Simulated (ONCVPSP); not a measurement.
dysprosium, ONCV: configuration errors across variants

Dy (Z = 66), optimised norm-conserving Vanderbilt (ONCV), made with ONCVPSP 4.0.1 (LDA (Perdew-Wang 92), scalar-relativistic). Core [Xe] 4f9, reference 5d1 6s1.75 6p0.25. Waves: 6s: rc 3.55 bohr, ncon 3, nbas 7, qcut 1.7 1/bohr, 2 projectors, debl 2.8 Ha; 6p: rc 3.35 bohr, ncon 5, nbas 10, qcut 2.6 1/bohr, 3 projectors, debl 2.9 Ha; 5d: rc 2.10 bohr, ncon 4, nbas 9, qcut 5.1 1/bohr, 3 projectors, debl 3.4 Ha. Local part: polynomial inside 1.40 bohr (lpopt 5, dvloc0 -1 Ha). Core correction: polynomial model core, fcfact 0.65.

All-electron excitation energies from the reference (eV): (1) 5d1 6s2 6p0 -0.759; (2) 5d1 6s1 6p0 6.288; (3) 5d1 6s0 6p0 18.994.

A true bound ghost makes a file unfit for plane-wave use even where its test errors are small: the radial tests pick states by their node count and pass the ghost by.

Errors AE − PS in meV (a dash: test not solved or not reliable):

| change | (1) | (2) | (3) | bound ghosts | GHOST(+) flags above zero |
| --- | --- | --- | --- | --- | --- |
| base | -0.7 | -6.4 | -90 | s | s, p |
| d: qcut 4.2 | -0.7 | -6.4 | -90 | s | s, p |
| d: qcut 4.8 | -0.7 | -6.4 | -90 | s | s, p |
| d: qcut 5.8 | -0.7 | -6.4 | -90 | s | s, p |
| d: qcut 6.7 | -0.7 | -6.4 | -90 | s | s, p |
| d: qcut 7.4 | -0.7 | -6.4 | -90 | s | s, p |

Question: Give the same row for: d: qcut 3.4.

Answer: -0.7, -6.3, -91; bound ghosts: s; GHOST(+) flags above zero: s, p, d.
